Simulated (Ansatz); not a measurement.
Cost and result for the atomization energy of BH5SiZn (8 atoms, 7 bonds).

Cartesian coordinates in Å:
```
B -0.766 -0.689 0.064
Si 0.508 0.804 -0.373
Zn 0.270 -1.657 1.785
H -1.763 -0.459 0.699
H -0.760 -1.694 -0.599
H -0.053 1.570 -1.530
H 1.866 0.343 -0.782
H 0.699 1.783 0.736
```

Charge 0, multiplicity 1. For Zn the d shell is correlated and the shells below it are frozen. Scalar relativity is left out up to krypton. The bonds changed during the relaxation, so this is another structure than the one it started from. Geometry: relaxed with PBE0-D4/def2-TZVP. Program: Ansatz. All runs use 2 threads of an Intel Xeon 6975P-C on a shared host. Times are those of one run each, without the atoms' runs, and a repeat can differ threefold. Electronic energies, without spin–orbit coupling; frozen cores. CCSD(T)/CBS adds CCSD(T) − MP2 in def2-TZVPP to the MP2 limit, and its time is that of the two runs behind it. T1 = 0.016; the RHF reference is unstable towards UHF. With those shells the extrapolation isn't a true limit. B3LYP takes the VWN-RPA correlation (the form of Gaussian; ORCA's B3LYP/G). HSE06 is the plane-wave form, built on full-range PBE exchange.

CCSD(T)/CBS is a level of theory with its own doubt, some kJ/mol a heavy atom from the limit and from the frozen cores, so smaller differences don't rank the functionals.

```tsv
level	functions	wall time	atomization (kcal/mol)	difference from CCSD(T)/CBS	per bond
PBE-D4/def2-TZVPP (with forces)	207	2.2 s	501.9	2.7	0.4
CCSD(T)/def2-SVP	88	2.5 s	473.7	-25.5	-3.6
PBE0-D4/def2-TZVPP	207	2.7 s	499.9	0.7	0.1
HSE06-D4/def2-TZVPP	207	3 s	500.3	1.1	0.2
CAM-B3LYP-D4/def2-TZVPP	207	3 s	502.4	3.2	0.5
r2SCAN-D4/def2-TZVPP (with forces)	207	3.2 s	505.9	6.7	1.0
BHLYP-D4/def2-TZVPP	207	3.3 s	497.2	-2.0	-0.3
B3LYP-D4/def2-TZVPP (with forces)	207	4.1 s	503.2	4.0	0.6
B2PLYP/def2-TZVPP	207	4.6 s	494.3	-4.9	-0.7
ωB97M-V/def2-TZVPP (with forces)	207	9.5 s	500.6	1.4	0.2
MP2/def2-QZVPP	377	18 s	493.0	-6.2	-0.9
CCSD(T)/def2-TZVPP	207	28 s	488.8	-10.4	-1.5
CCSD(T)/CBS(def2)	–	45 s	499.2	0.0	0.0
```

At CCSD(T), def2-SVP lies −25.5 kcal/mol from the extrapolated value and def2-TZVPP −10.4 kcal/mol: correlation converges slowly with the basis, and small sets miss more of it in the bonded molecule than in its fragments. The D4 term adds +6.9 kcal/mol with B3LYP and +3.6 kcal/mol with PBE0; it sums over pairs of atoms, weighted by their polarisabilities, and B3LYP, whose exchange is more repulsive, gets the larger term. From r2SCAN to r2SCAN0 (25 % exact exchange), in def2-TZVPP and without D4, the atomization energy moves by −4.0 kcal/mol: exact exchange takes away binding that semilocal exchange gives to molecules.
